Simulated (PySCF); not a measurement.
**Kr²⁺: ionisation energy**

Kr²⁺ [Ar] 3d10 4s2 4p4 (3P) → Kr³⁺ [Ar] 3d10 4s2 4p3 (4S), as a difference of total energies. Computed with PySCF 2.14 in aug-cc-pV5Z-PP with ECP10MDF (8s7p6d4f3g2h, 136 functions), with scalar relativity through the core potential. Correlated levels: valence: 3s2 3p6 3d10 frozen. The calculations carry no spin-orbit coupling.

```tsv
method	ionisation energy (eV)
UHF	34.338
LDA	35.737
PBE0	35.482
BHandHLYP	35.515
B97-3	35.481
B3LYP	35.665
MP2 (valence)	35.241
SCS-MP2 (valence)	35.352
```

Task: Estimate what r2SCAN gives.

Result: 35.589 eV, closest to BHandHLYP among the rows shown.

Task: Estimate what PBE gives.

Result: 35.443 eV, closest to B97-3 among the rows shown.

The reference lies between the lowest fine-structure levels, while these numbers refer to the centres of the terms.

For comparison: 35.838 ± 0.02 eV (measured; NIST Atomic Spectra Database, ionization energies).
